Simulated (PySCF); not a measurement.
**Peak assignment**

Cartesian coordinates in Å; atom numbers follow the order of the lines, from 1:
```xyz
14

C     2.810    0.166    0.510
C     1.758   -0.242   -0.173
C     0.396   -0.428    0.417
O    -0.553    0.106   -0.497
C    -1.863    0.042   -0.227
C    -2.775    0.649   -0.971
Cl   -2.356   -0.905    1.152
H     2.750    0.412    1.557
H     3.779    0.263    0.052
H     1.824   -0.481   -1.224
H     0.202   -1.502    0.563
H     0.317    0.074    1.389
H    -3.821    0.564   -0.756
H    -2.469    1.237   -1.815
```

Theoretical values (PySCF 2.14): structure optimised with GFN2-xTB, σ from GIAO-PBE0/pcSseg-1. Gas phase, relativity neglected, one averaged value for each set of equivalent atoms, one conformer.

Scale: $^{13}$C, $^{1}$H vs TMS (reference shieldings calculated alike).

(1) Assign these signals to the numbered atoms. $^{13}$C{$^{1}$H} NMR (computed): δ 158.8 (C), 143.1 (CH), 123.3 (CH2), 90.4 (CH2), 75.8 (CH2).

(2) Assign these signals to the numbered atoms. $^{1}$H NMR (600 MHz, computed): δ 6.34 (m, 1H), 5.56 (m, 1H), 5.49 (m, 1H), 4.62 (d, 2H), 4.56 (br s, 1H), 4.39 (br s, 1H).

Answers

(1) 
```tsv
δ (ppm)	atoms	environment	reason
158.8	C5	alkene carbon bearing oxygen	an sp2 carbon further deshielded by the attached heteroatom
143.1	C2	alkene CH	as expected for a trigonal carbon in a double bond
123.3	C1	terminal =CH2 carbon	the olefinic region
90.4	C6	β carbon of an enol-ether or enamine type C=C	the O or N lone pair pushes π density onto this β carbon and shields it
75.8	C3	allylic sp3 CH2 bonded to O	pulled downfield by the heteroatom
```

(2) 
| δ (ppm) | atoms | environment | reason |
| --- | --- | --- | --- |
| 6.34 | H10 | hydrogen on an alkene CH | olefinic region |
| 5.56 | H8 | hydrogen on a terminal =CH2 carbon | olefinic region |
| 5.49 | H9 | hydrogen on a terminal =CH2 carbon | – |
| 4.62 | H11/H12 | hydrogen on an allylic sp3 CH2 bonded to O | its carbon carries O, an electronegative neighbour |
| 4.56 | H14 | hydrogen on a β carbon of an enol-ether or enamine type C=C | lone-pair donation from O or N shields it, upfield of ordinary alkene protons |
| 4.39 | H13 | hydrogen on a β carbon of an enol-ether or enamine type C=C | – |

H8 and H9; H11/H12 and H14 lie closer than the usual error of such a calculation, so a measured spectrum could show them in the other order.

Carbons that carry Cl, above all several Cl atoms, come out too deshielded, partly because spin–orbit coupling is missing. Shifts are as computed. Against solution values, carbons near 30 ppm lie about +3 ppm off and those near 130 ppm about +5 ppm; carbons on Cl a further +6 ppm. Of 1211 compounds with measured shifts, 218 miss one by over three times the rms of a fit or turn the order of signals round; such compounds aren't used in these exercises. No couplings were computed; multiplicities are counted from neighbouring protons, with m where these are inequivalent, close in shift, in a saturated or five-membered ring or joined by F or P, and br s for small geminal =CH2 splittings.
